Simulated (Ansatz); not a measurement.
[ScF6]3- (ScF₆³⁻). Total charge -3; singlet. Geometry r2SCAN-D4/def2-SVPD, basis def2-TZVPD, Ansatz.

```json
{"run": "A", "HOMO (eV)": "1.84", "LUMO (eV)": "9.82"}
{"run": "B", "HOMO (eV)": "5.12", "LUMO (eV)": "9.02"}
{"run": "C", "HOMO (eV)": "6.17", "LUMO (eV)": "9.20"}
{"run": "D", "HOMO (eV)": "4.70", "LUMO (eV)": "9.21"}
{"run": "E", "HOMO (eV)": "2.80", "LUMO (eV)": "9.41"}
{"run": "F", "HOMO (eV)": "6.46", "LUMO (eV)": "8.86"}
```

LC-ωPBE has ω = 0.4 bohr⁻¹. HSE06 is defined as in plane-wave codes, on full-range PBE exchange. A multiply charged anion in the gas phase is held together partly by the finite basis. Removing one electron lowers the energy by 2.92 eV at PBE0-D4/def2-TZVPD, so it isn't bound.

**Question.** The runs used BHLYP, HSE06, LC-ωPBE, PBE, PBE0, r2SCAN. Estimate which is which.

**Answer.** A LC-ωPBE (range-separated); B HSE06 (range-separated); C r2SCAN (0 % exact exchange); D PBE0 (25 % exact exchange); E BHLYP (50 % exact exchange); F PBE (0 % exact exchange). Exact exchange lowers occupied and raises empty levels; among semilocal functionals meta-GGAs tend to open the gap a little, and such runs are hard to tell apart. The gap grows from 2.39 eV (PBE) to 7.98 eV (LC-ωPBE). At LC-ωPBE/def2-TZVPD, HSE06-D4/def2-TZVPD, r2SCAN-D4/def2-TZVPD, PBE0-D4/def2-TZVPD and others the highest occupied level of the charge -3 singlet lies above zero (up to 6.46 eV). By energy differences it is unbound by 3.90 eV (vertical, against the charge -2 doublet, at PBE-D4/def2-TZVPD) and held by the finite basis.
